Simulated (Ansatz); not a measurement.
Saddle point of Si$_{2}$H$_{3}$F$_{3}$, closed shell (Si₂H₃F₃ ([F][Si]([F])([F])[SiH3]) → SiH₃F ([F][SiH3]) + SiF₂; bonds formed: Si1–F3; bonds broken: Si1–Si2, Si2–F3), PBE0-D4/def2-TZVP structure:

```csv
atom,x (Å),y (Å),z (Å)
Si1,-0.5943,-0.4850,0.8800
Si2,0.2600,0.7132,-1.1351
F3,1.1106,-0.2871,0.1359
F4,0.7870,-0.0201,-2.4476
F5,1.1453,2.0359,-1.0674
H6,-1.2005,0.6966,1.5321
H7,-1.5580,-1.3498,0.1643
H8,0.0499,-1.3036,1.9378
```

Energies are electronic, without zero-point energy. Barriers and step energies count from the start structure reached by relaxing down the imaginary mode; all methods use the PBE0-D4 structures, on which another method's saddle can fall below an end. Ansatz 0.2.0; basis: def2-TZVPP, with def2-QZVPP for the basis limit; cores frozen in the correlated methods. B3LYP uses VWN-RPA correlation. Extrapolation: Hartree–Fock as exp(−7.88 √X), correlation as X^−2.97.

```
      method  barrier (kJ/mol)  step energy (kJ/mol)
       SPW92             190.1                 163.6
      PBE-D4                 ?                 148.5
     BLYP-D4             195.9                 122.2
   r2SCAN-D4             215.6                 166.2
      B97M-V                 ?                 153.5
     PBE0-D4             217.1                 162.3
    B3LYP-D4             213.4                 136.0
  r2SCAN0-D4             228.2                 170.9
    BHLYP-D4             236.0                 148.3
CAM-B3LYP-D4             220.4                 139.9
     wB97X-V             222.9                 152.7
     wB97M-V                 ?                 129.0
      B2PLYP             220.1                 140.8
    PBE-QIDH             231.8                 168.2
  RPA on PBE             215.6                 131.0
          HF             271.0                 149.6
         MP2             227.2                 151.9
        CCSD             234.6                 146.7
     CCSD(T)             226.5                 146.6
```

(1) Fill in the withheld barriers. (To be estimated.)

The T1 diagnostic stays at or below 0.014.

Answers

(1) The calculation gives: B97M-V 218.2; wB97M-V 204.5; PBE-D4 195.0 kJ/mol. Each is the energy of the saddle less that of the start structure, by the same method.

For comparison, the barrier by CCSD(T) at an estimated basis limit (MP2 extrapolated from triple and quadruple zeta, plus CCSD(T) − MP2 in triple zeta) is 223.3 kJ/mol.

Losses and insertions of silylenes and their heavier kin drive the gas-phase chemistry of silicon and germanium vapour deposition.

Labels in which every atom is bracketed show which atoms are joined, not bond orders.

For scale, one of the runs: CCSD(T)/def2-TZVPP, 219 basis functions, launched by `ansatz run in.yaml --threads 4 --pin off --events-out ev --progress --plain --max-ram 9574MiB`. The run took 85 s on 4 CPU threads of an Arm Neoverse V2 (shared host), with 3.4 GiB of host memory at its peak.
